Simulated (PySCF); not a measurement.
C₄H₄O, SMILES c1ccoc1. Atoms are numbered in the order given.

```xyz
9

C      0.0000     0.7183    -0.9608
C      0.0000    -0.7183    -0.9608
C      0.0000    -1.0940     0.3523
O      0.0000     0.0000     1.1555
C      0.0000     1.0940     0.3523
H      0.0000     1.3793    -1.8248
H      0.0000    -1.3793    -1.8248
H      0.0000    -2.0576     0.8545
H      0.0000     2.0576     0.8545
```
Charge 0, spin multiplicity 1.

Geometry: B3LYP-D3(BJ)/def2-SVP.

Two levels are set side by side: PBE/pcSseg-1 (PySCF) and PBE0/pcSseg-1 (PySCF). GIAO shifts against H2O (¹⁷O), TMS (¹H), TMS (¹³C) at the same level; non-relativistic, no solvent, atoms listed together averaged. Differences are taken from unrounded values.

```tsv
quantity	PBE0
δ(¹³C) of C1, C2 (ppm)	118.3
δ(¹³C) of C3, C5 (ppm)	149.9
δ(¹⁷O) of O4 (ppm)	311.9
δ(¹H) of H6, H7 (ppm)	6.88
δ(¹H) of H8, H9 (ppm)	7.80
```

Q: What does PBE give, and how far is it from PBE0? (Estimate from the structure and the level; the computed values follow.)

A: 
```json
[
 {"quantity": "δ(¹³C) of C1, C2 (ppm)", "PBE": "116.1", "PBE minus PBE0": "-2.2"},
 {"quantity": "δ(¹³C) of C3, C5 (ppm)", "PBE": "146.6", "PBE minus PBE0": "-3.3"},
 {"quantity": "δ(¹⁷O) of O4 (ppm)", "PBE": "319.1", "PBE minus PBE0": "7.2"},
 {"quantity": "δ(¹H) of H6, H7 (ppm)", "PBE": "6.77", "PBE minus PBE0": "-0.11"},
 {"quantity": "δ(¹H) of H8, H9 (ppm)", "PBE": "7.68", "PBE minus PBE0": "-0.12"}
]
```

Rough cost on one machine, each run with all the roots and properties that it gave: PBE0 against PBE within a factor of 2.
